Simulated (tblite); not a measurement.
Compound: C6H10NPSe.
SMILES with atom numbers: `[CH2:1]=[CH:2][CH2:3][P@:4]([CH3:5])(=[Se:6])[CH2:7][C:8]#[N:9]` (hydrogens: H10, H11 on C1; H12 on C2; H13, H14 on C3; H15, H16, H17 on C5; H18, H19 on C7)

Computed with GFN2-xTB (tblite), gas phase: L-BFGS steps from a force-field or distance-geometry start until the largest atomic force falls under 0.01 eV/Å.

Step 49: E = -721.7042 eV
```
atom  x, y, z in Å  |  force x, y, z in eV/Å
C1      2.4145    1.1251    0.5151    0.036   0.008   0.024
C2      1.4940    0.6785   -0.3189   -0.016   0.014   0.077
C3      1.1412   -0.7641   -0.4436   -0.012   0.016  -0.021
P4     -0.6424   -1.1329   -0.1297   -0.009   0.019  -0.022
C5     -1.0292   -0.5150    1.5501   -0.009  -0.019  -0.017
Se6    -1.1660   -3.1257   -0.4875   -0.001   0.017   0.004
C7     -1.5665    0.0325   -1.2564    0.010  -0.003  -0.001
C8     -1.6099    1.3685   -0.7471   -0.015   0.027  -0.024
N9     -1.6534    2.4335   -0.3322    0.013  -0.011   0.023
H10     2.9697    0.4568    1.1516    0.020  -0.019   0.040
H11     2.6652    2.1681    0.5861   -0.028   0.035  -0.008
H12     0.9479    1.3702   -0.9473    0.051  -0.042  -0.030
H13     1.7157   -1.3829    0.2541   -0.020   0.026  -0.020
H14     1.3395   -1.1306   -1.4571   -0.016  -0.035  -0.033
H15    -0.4129    0.3437    1.8085   -0.001   0.032  -0.030
H16    -2.0834   -0.2373    1.5733    0.009  -0.012   0.059
H17    -0.8608   -1.3260    2.2564    0.021  -0.013   0.015
H18    -2.5840   -0.3638   -1.3416    0.003  -0.009  -0.026
H19    -1.0887    0.0109   -2.2413   -0.035  -0.032  -0.008
```

Step 50: E = -721.7051 eV
```
atom  x, y, z in Å  |  force x, y, z in eV/Å
C1      2.4083    1.1247    0.5189    0.023   0.001   0.004
C2      1.4903    0.6769   -0.3176    0.023  -0.004   0.087
C3      1.1419   -0.7662   -0.4444   -0.019   0.007  -0.040
P4     -0.6411   -1.1321   -0.1296   -0.042  -0.001  -0.008
C5     -1.0274   -0.5126    1.5503    0.038  -0.017   0.005
Se6    -1.1688   -3.1254   -0.4856    0.004   0.040   0.007
C7     -1.5642    0.0343   -1.2572    0.004  -0.023  -0.014
C8     -1.6069    1.3705   -0.7490   -0.011   0.043  -0.002
N9     -1.6464    2.4346   -0.3309    0.007  -0.032   0.006
H10     2.9639    0.4561    1.1553    0.013  -0.004   0.035
H11     2.6560    2.1684    0.5887   -0.021   0.037   0.004
H12     0.9440    1.3657   -0.9487    0.054  -0.031  -0.024
H13     1.7193   -1.3896    0.2468   -0.024   0.043  -0.004
H14     1.3358   -1.1300   -1.4596   -0.012  -0.030  -0.044
H15    -0.4155    0.3514    1.8064   -0.021   0.002  -0.046
H16    -2.0830   -0.2421    1.5773    0.004  -0.018   0.059
H17    -0.8481   -1.3222    2.2572    0.004   0.011  -0.003
H18    -2.5815   -0.3635   -1.3435    0.011   0.002  -0.019
H19    -1.0863    0.0106   -2.2422   -0.034  -0.027  -0.003
```

Step 51: E = -721.7062 eV
```
atom  x, y, z in Å  |  force x, y, z in eV/Å
C1      2.4059    1.1241    0.5226   -0.003  -0.011  -0.017
C2      1.4891    0.6759   -0.3154    0.059  -0.019   0.067
C3      1.1427   -0.7670   -0.4449   -0.030  -0.007  -0.046
P4     -0.6404   -1.1292   -0.1295   -0.055  -0.006   0.012
C5     -1.0260   -0.5115    1.5516    0.045  -0.017   0.002
Se6    -1.1692   -3.1222   -0.4858    0.001   0.038   0.006
C7     -1.5636    0.0365   -1.2580    0.007  -0.042  -0.028
C8     -1.6080    1.3736   -0.7535    0.000   0.090   0.040
N9     -1.6447    2.4370   -0.3322    0.003  -0.078  -0.023
H10     2.9591    0.4547    1.1607    0.010   0.014   0.032
H11     2.6513    2.1682    0.5893   -0.008   0.041   0.021
H12     0.9458    1.3610   -0.9527    0.052  -0.011  -0.011
H13     1.7219   -1.3940    0.2409   -0.027   0.047   0.015
H14     1.3323   -1.1300   -1.4612   -0.008  -0.017  -0.052
H15    -0.4193    0.3561    1.8078   -0.014   0.006  -0.053
H16    -2.0830   -0.2472    1.5841    0.002  -0.025   0.051
H17    -0.8375   -1.3208    2.2563   -0.003   0.009   0.001
H18    -2.5791   -0.3648   -1.3443   -0.008   0.007  -0.013
H19    -1.0869    0.0090   -2.2433   -0.024  -0.019  -0.006
```

Problem. Estimate the geometry and energy of step 52. (The exact step hangs on the optimiser's Hessian estimate; all steps are aligned on step 51, rigid shifts and turns removed.)

Solution. E = -721.7074 eV, largest force 0.092 eV/Å
```
atom  x, y, z in Å  |  force x, y, z in eV/Å
C1      2.4007    1.1240    0.5278   -0.019  -0.016  -0.021
C2      1.4859    0.6735   -0.3112    0.084  -0.034   0.014
C3      1.1421   -0.7693   -0.4472   -0.019  -0.017  -0.048
P4     -0.6408   -1.1286   -0.1294   -0.052  -0.018   0.024
C5     -1.0228   -0.5108    1.5517    0.063   0.004   0.034
Se6    -1.1733   -3.1209   -0.4820   -0.002   0.032   0.000
C7     -1.5613    0.0381   -1.2581   -0.016  -0.031  -0.037
C8     -1.6051    1.3767   -0.7560    0.007   0.055   0.043
N9     -1.6389    2.4396   -0.3333   -0.002  -0.068  -0.026
H10     2.9528    0.4545    1.1675    0.004   0.039   0.029
H11     2.6410    2.1700    0.5931    0.000   0.014   0.032
H12     0.9468    1.3544   -0.9563    0.046   0.014   0.007
H13     1.7254   -1.3994    0.2320   -0.036   0.044   0.029
H14     1.3271   -1.1293   -1.4661   -0.006   0.004  -0.038
H15    -0.4230    0.3648    1.8015   -0.027  -0.026  -0.055
H16    -2.0819   -0.2558    1.5911    0.002  -0.031   0.045
H17    -0.8222   -1.3171    2.2580   -0.006   0.033  -0.018
H18    -2.5768   -0.3631   -1.3471   -0.009   0.013   0.000
H19    -1.0854    0.0080   -2.2435   -0.011  -0.013  -0.013
```

The energy changes by -0.0013 eV. The first-order estimate −F·Δx gives -0.0018 eV and the mean of the old and new forces, exact on a quadratic surface, -0.0013 eV. The step makes an angle of 78° with the force vector and moves no atom by more than 0.016 Å.
